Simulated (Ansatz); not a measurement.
Consider the formal exchange of groups at a C–C bond: `N=CC(N)BF` + `[SH][GeH3]` → `N=[CH][GeH2][SH]` + `NCBF`.

Program: Ansatz. Geometries: PBE0-D4/def2-TZVP. ΔE: electronic, gas phase. CCSD(T)/CBS adds triple-zeta CCSD(T) − MP2 to the extrapolated MP2 energy (def2 sets, frozen cores). DFT in def2-TZVPP. B3LYP here is the variant with VWN-RPA as its local correlation; programs differ in this. For Ge outer-core shells are correlated without core-valence functions, which leaves a few kJ/mol of doubt a bond. Scalar relativity is left out up to krypton. One conformer a species, not always the lowest.

| level | ΔE (kJ/mol) | difference from CCSD(T)/CBS |
| --- | --- | --- |
| PBE-D4 | 1.8 | 3.3 |
| B3LYP-D4 | -0.5 | 1.0 |
| ωB97M-V | 1.5 | 3.0 |
| B2PLYP | -1.1 | 0.4 |
| PBE | 0.8 | 2.3 |
| r2SCAN | 3.1 | 4.6 |
| PBE0 | 2.1 | 3.6 |
| HF/def2-QZVPP | 1.8 | 3.3 |
| MP2/CBS(def2) | -1.2 | 0.3 |
| CCSD/CBS(def2) | -1.9 | -0.4 |
| CCSD(T)/CBS | -1.5 | 0 |

Largest T1 diagnostic among the species: 0.013.
